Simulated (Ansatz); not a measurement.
Basis-set extrapolation for C3H4BClS, SMILES `CBC(Cl)=C=S` (PBE0-D4/def2-TZVP geometry, frozen core, Ansatz). Multiplicity 1, RHF reference.

```csv
,def2-TZVPP,def2-QZVPP
HF,-997.677017,-997.706629
MP2 correlation,-0.937031,-1.007352
CCSD(T) correlation,-1.036270,not run
```

Energies in hartree. Use E(X) = E(∞) + A·exp(−7.88·√X) for Hartree–Fock and E(X) = E(∞) + B·X^(−2.97) for correlation, with X = 3 and 4, and add CCSD(T) minus MP2 of the smaller set to the MP2 limit.

**Question.** What is the CCSD(T) energy at the basis-set limit?

**Answer.** HF limit: -997.706629 + (-0.029612) × 0.13774 = -997.71071. MP2 limit: -1.007352 + (-0.070321) × 0.74074 = -1.05944. Higher-order term: -1.036270 − (-0.937031) = -0.09924. Total: -998.86939 hartree, 98.0 kcal/mol below CCSD(T)/def2-TZVPP.
